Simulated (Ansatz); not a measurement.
Input for Ansatz (a first-principles code): U-CCSD(T)/cc-pVDZ on As2, a point of a bond scan (R = 8.417 Å). The run froze 28 orbitals, filled d shells among them.

Ansatz 0.2 input:
```yaml
crystal:
  periodic: [false, false, false]
  atoms:
    - {symbol: As, position_ang: [-0.00000000, -0.00000000, -1.05206769]}
    - {symbol: As, position_ang: [0.00000000, 0.00000000, 7.36447383]}
basis:
  gaussian:
    orbitals: cc-pVDZ
correlation: {method: ccsd_t, electrons: outside_noble_gas}
scf: {omitted_lower_state_checks: [cluster_reference]}
magnetization: {spin_polarized: true, initial_magnetization: 0}
```

Program output:

```
WARN ansatz: RAYON_NUM_THREADS=1 ignored (pool sized by the plan → 1); use --threads N
Functional definition: HF
these checks for a lower state are left out or cut short: cluster_reference
integrals: 0.04 GiB planned
658 factors; integrals over basis functions are off by at most 1.5e-5 eV
mean field: 0.23 GiB planned
mean field evaluation 1: about -121580.1971 eV, gradient 3.3e0 eV
mean field evaluation 2: about -121580.1970 eV, gradient 3.3e0 eV
mean field evaluation 4: about -121580.3197 eV, gradient 2.1e-1 eV
mean field evaluation 8: about -121580.3199 eV, gradient 1.3e-1 eV
mean field evaluation 16: about -121580.3196 eV, gradient 1.3e-5 eV
mean field evaluation 32: about -121587.7495 eV, gradient 1.0e-2 eV
mean field evaluation 64: about -121587.7495 eV, gradient 2.2e-4 eV
mean field evaluation 96: about -121587.7495 eV, gradient 6.2e-6 eV
mean field evaluation 128: about -121587.7495 eV, gradient 1.4e-4 eV
mean field evaluation 160: about -121587.7495 eV, gradient 9.4e-7 eV
mean field evaluation 192: about -121587.7495 eV, gradient 6.4e-5 eV
mean field evaluation 224: about -121589.5557 eV, gradient 1.4e-4 eV
mean field evaluation 256: about -121582.4848 eV, gradient 8.4e0 eV
mean field evaluation 288: about -121583.2695 eV, gradient 3.5e-6 eV
mean field evaluation 320: about -121587.7496 eV, gradient 9.0e-2 eV
mean field evaluation 352: about -121583.2341 eV, gradient 4.9e-1 eV
mean field evaluation 384: about -121574.6180 eV, gradient 2.5e-5 eV
mean field -121589.55572562 eV, -4468.3337565556 hartree, gradient 1.5e-6 eV, S^2 3.001454; 20 other end points of the search recorded, 0 dependent functions left out
28 core orbitals not correlated
reference -121589.55572562 eV, -4468.3337565556 hartree; 5, 5 occupied and 21, 21 virtual orbitals, 658 factors
second order -2.97747005 eV of doubles, -0.00000000 eV of singles
coupled cluster: 0.08 GiB planned
cycle   1  -3.60443487 eV  change   -6.3e-1 eV  update   5.6e-2
cycle   2  -3.77822269 eV  change   -1.7e-1 eV  update   1.5e-2
cycle   3  -3.78146399 eV  change   -3.2e-3 eV  update   2.0e-3
cycle   4  -3.78207270 eV  change   -6.1e-4 eV  update   1.7e-4
cycle   5  -3.78182773 eV  change    2.4e-4 eV  update   3.3e-5
cycle   6  -3.78192369 eV  change   -9.6e-5 eV  update   9.1e-6
cycle   7  -3.78189248 eV  change    3.1e-5 eV  update   2.3e-6
cycle   8  -3.78189748 eV  change   -5.0e-6 eV  update   3.8e-7
coupled cluster: 0.08 GiB planned
perturbative correction -0.03942372 eV, -0.0014487951 hartree
Total energy: -121593.37704682 eV, -4468.4741875196 hartree
Checks for a lower state left out: cluster_reference
```

The calculation finished and met its thresholds. Its determinant has ⟨S²⟩ = 3.00, a mixture of spin states.

Cost: about 50 core-seconds (a rough figure).
